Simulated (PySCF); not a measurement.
Compound: GeMeBr3, CH₃Br₃Ge.
SMILES: `[CH3][Ge]([Br])([Br])[Br]`

Theory: PySCF, TDDFT CAM-B3LYP/def2-SVPD, vertical, gas phase, core orbitals frozen in the response. Geometry: PBE0-D3(BJ)/def2-SVP; no solvent, vibrations or thermal averaging. The CAM-B3LYP/def2-SVPD calculation is non-relativistic and has no spin–orbit coupling, an omission that weighs most on bromine and germanium.

Computed states:

| state | E (eV) | f |
| --- | --- | --- |
| S1 | 5.40 | 0.0000 |
| S2 | 5.69 | 0.034 |
| S3 | 5.69 | 0.034 |
| S4 | 5.85 | 0.046 |
| S5 | 6.10 | 0.027 |
| S6 | 6.10 | 0.027 |
| S7 | 7.40 | 0.0001 |
| S8 | 7.40 | 0.0001 |
| S9 | 7.52 | 0.0013 |
| S10 | 7.59 | 0.0001 |
| S11 | 7.65 | 0.018 |
| S12 | 7.66 | 0.015 |
| S13 | 7.73 | 0.012 |
| S14 | 7.73 | 0.015 |

Broadening: Gaussians 0.4 eV wide at half height, area fixed by f = 4.319×10⁻⁹ ∫ε dν̃. The width is an assumption, not a result. The curve ends short of the highest state used, and states not computed would add to its high-energy end.

(1) What does the envelope look like, and where are its maxima?

(2) On this curve, what absorbance would a 10⁻⁴ mol/L sample give at 222 nm over a 1 cm path?

(3) Coming from long wavelengths, where does ε first pass 100 L mol⁻¹ cm⁻¹?

Answers

(1) 
(E (eV), ε (L mol⁻¹ cm⁻¹)): (4.80, 0), (4.86, 0), (4.93, 0), (5.00, 1), (5.06, 5), (5.13, 22), (5.20, 77), (5.26, 202), (5.33, 531), (5.40, 1192), (5.46, 2100), (5.53, 3526), (5.60, 5118), (5.66, 6319), (5.73, 7219), (5.80, 7459), (5.86, 7239), (5.93, 6716), (6.00, 6079), (6.06, 5451), (6.13, 4552), (6.20, 3470), (6.26, 2497), (6.33, 1492), (6.40, 765), (6.46, 380), (6.53, 144), (6.60, 46), (6.66, 15), (6.73, 4), (6.80, 1), (6.86, 0), (6.93, 1), (7.00, 3), (7.06, 9), (7.13, 31)

Maxima: 214 nm (5.79 eV), ε about 7500, made up of S2 (26%), S3 (26%) and S4 (39%) (ε in L mol⁻¹ cm⁻¹; maxima over ε = 5, shares over 10%). At its high-energy end, 7.13 eV, the curve is still rising (ε about 31, from S9, S11 and S12).

(2) 222 nm is 5.585 eV, where ε is about 4800 L mol⁻¹ cm⁻¹, so A = ε c l ≈ 0.48 (Beer–Lambert, with the gas-phase spectrum and the assumed width).

(3) At about 238 nm (5.22 eV), 0.18 eV below S1.

The vertical ionisation energy (ΔSCF) is 10.58 eV, 2.85 eV above S14.

Time: 5.2 min of wall time (with the writing of density and orbital grids); peak memory 1.2 GiB. Hardware: an Arm Neoverse V1 with one thread, shared host with 64 logical CPUs at a one-minute load of 16.
